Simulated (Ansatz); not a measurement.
The cluster Mg2O2. The state is a singlet with charge 0. Geometry relaxed at PBE0-D4/def2-TZVP.

```xyz
4

Mg    0.5083    0.1186   -1.0727
Mg   -0.5085   -0.1173    1.0734
O     1.2025    0.4483    0.6182
O    -1.2023   -0.4496   -0.6189
```

The structure comes from a short search, and lower isomers may exist.

Estimate the harmonic wavenumbers at RKS PBE0-D4/def2-TZVP (Ansatz, unscaled). Is this a minimum?

284, 450, 572, 604, 676, 680 cm⁻¹. Yes, no mode is imaginary beyond noise. Zero-point energy 19.5 kJ/mol. Hardware: 4 threads of Arm Neoverse V2 on a shared host. Wall time 23 s.
